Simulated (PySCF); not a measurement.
Isomers of C8H10AlN. Level of theory: PBE0-D3(BJ)/def2-SVP geometry optimisation, gas phase in PySCF 2.14.0. Energies are electronic, without zero-point or thermal terms, for one conformer each. No frequencies were run at this level. Point groups hold within 0.08 Å.

**Question.** Order them by energy at this level, lowest first, and give relative energies in kcal/mol.
A. `[CH3:1][C:2]#[N+:3][AlH2-:4][c:5]1[cH:6][cH:7][cH:8][cH:9][cH:10]1` with N3–Al4–C5–C6 -89°
B. `CC#Cc1ccc[n+]([AlH3-])c1`

**Answer.** A (0.0), B (29.6).

| SMILES | E (Eh) | E rel (kcal/mol) | dipole (D) | point group | A, B, C (MHz) |
| --- | --- | --- | --- | --- | --- |
| CC#[N+][AlH2-][c]1ccccc1 | -607.16776 | 0.0 | 8.29 | near Cs | 1816, 576.6, 522.2 |
| CC#Cc1ccc[n+]([AlH3-])c1 | -607.12058 | 29.6 | 8.11 | near Cs | 2144, 552.9, 443.7 |

**Question.** How do the relative energies change in single points at HF/pcSseg-1 (no added dispersion term) on the same geometries?

**Answer.** 
| SMILES | PBE0-D3(BJ)/def2-SVP (kcal/mol) | HF/pcSseg-1 (kcal/mol) | shift |
| --- | --- | --- | --- |
| CC#[N+][AlH2-][c]1ccccc1 | 0.0 | 0.0 | 0.0 |
| CC#Cc1ccc[n+]([AlH3-])c1 | 29.6 | 36.0 | +6.4 |

Each column counts from its own lowest isomer. The order is unchanged; the largest shift is 6.4 kcal/mol.
